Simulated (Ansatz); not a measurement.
Geometry optimisation, Ansatz, RKS CAM-B3LYP-D4/def2-SVP.

Input file:

```yaml
crystal:
  periodic: [false, false, false]
  atoms:
    - { symbol: Zn, position_ang: [-0.5199, -0.9335, -0.4327] }
    - { symbol: O, position_ang: [0.986, 0.5823, 0.0793] }
    - { symbol: Cl, position_ang: [-0.5384, -2.0828, -2.1923] }
    - { symbol: H, position_ang: [0.0264, 1.101, 0.7277] }
    - { symbol: Cl, position_ang: [-1.6649, 0.8379, 1.1159] }
    - { symbol: H, position_ang: [1.7109, 0.4952, 0.7019] }
basis:
  gaussian: { orbitals: def2-SVP }
hamiltonian:
  xc: cam_b3lyp
  dispersion: d4
relax:
  f_tol: 0.15
  max_steps: 25
  restrain:
    - { distance: [0, 4], at: 2.24, k: 30.0 }
    - { distance: [3, 1], at: 0.97, k: 30.0 }
    - { distance: [0, 1], at: 3.18, k: 30.0 }
    - { distance: [3, 4], at: 2.63, k: 30.0 }
```

Command:

```bash
$ ansatz run input.yaml --threads 2 --pin off --max-ram 3072MiB --backend cpu --events-out ev --progress --plain --runs-dir out
```

Where does it end, and by what steps?

It converged. The restraints hold the end off the free minimum. After 6 steps the energy has fallen by 0.909 eV (the restraints' own energy left out); Zn1 moved furthest, 0.65 Å. Parted: Zn1–O2. Joined: O2–H4.

```tsv
step	energy less start (eV)	largest force component (eV/Å)	accepted
0	0.0000	3.576	yes
1	-0.3475	4.581	yes
2	-0.6330	2.064	yes
3	-0.7918	1.233	yes
4	-0.8525	1.096	yes
5	-0.8870	1.088	yes
6	-0.9090	0.982	yes
```

```xyz
6
Properties=species:S:1:pos:R:3
Zn -1.145 -0.948 -0.595
O 1.277 0.936 0.180
Cl -0.650 -2.251 -2.150
H 0.541 1.325 0.676
Cl -1.878 0.355 1.021
H 1.855 0.583 0.868
```

Whether the end is a true minimum wasn't checked by a vibrational analysis.

Time of the run: 24 s on 2 threads of Arm Neoverse V1 (shared host), peak memory 0.23 GiB.
